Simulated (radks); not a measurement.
Values are calculated unless marked as measured or tabulated.
All-electron atom: Li III in 2p1 (not the ground configuration). Level of theory: non-relativistic Kohn-Sham, PBEsol, spin-polarised, spherical densities, point nucleus; open shells are filled with parallel spins first (a radial shooting solver on a logarithmic mesh with Libxc functionals).

Unscreened Slater integrals over Kohn-Sham orbitals (eV). They are taken over the spin-up orbitals. Empty in this configuration: 1s.

integral    value
F0(2p,2p)  14.748
F2(2p,2p)  7.1532
F0(2p,1s)  19.662
G1(2p,1s)  4.2531
F0(1s,1s)  49.798

Derived for the open shells (J is the average intra-shell exchange parameter used in DFT+U). 2p: J = F2/5 = 1.431 eV.
